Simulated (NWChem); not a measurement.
Species: C$_{5}$H$_{5}$F; SMILES C#C[C@H]1C[C@H]1F

Give the equilibrium geometry at PBE0/def2-SVP (NWChem) as a Z-matrix, with the point group.

point group C1; any orientation.
```
C
H 1 1.0958
C 1 1.4362 2 114.75
C 3 1.2114 2 151.63 1 -179.71
H 4 1.0741 2 162.07 1 -179.33
C 1 1.5070 2 115.51 3 146.16
F 6 1.3482 1 118.17 2 -144.63
H 6 1.0951 7 112.15 1 -142.50
C 6 1.4801 8 120.27 7 145.99
H 9 1.0925 6 116.20 8 -146.47
H 9 1.0926 10 115.61 6 -147.58
```
